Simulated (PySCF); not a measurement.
These are PySCF 2.14.0 with PBE-D3(BJ)/def2-TZVP // PBE0-D4/def2-TZVP values and carry that method's errors. Gas-phase values, no solvent. One relaxed conformer stands for a flexible species; it need not be the lowest. Excitations are Tamm–Dancoff values on a coarser integration grid. The basis has no diffuse functions, so Rydberg states are missing or too high.

Reference species (SMILES): `[SH][In]([Cl])[Cl]` (H–S–In–Cl torsion 0°) (neutral, multiplicity 1).

| Quantity | Value |
|---|---|
| S1 excitation (TDA) | 3.88 eV |
| S1 oscillator strength | 0.006 |

Changed species: `[SH][In]([SH])[SH]` (3 of 3 Cl replaced by SH; the reference has 1 of 3 Cl replaced by SH).

What does the change do to the S1 excitation (TDA) and S1 oscillator strength?

the S1 excitation (TDA) increases by 0.07 eV, to 3.95 eV; the S1 oscillator strength hardly moves.
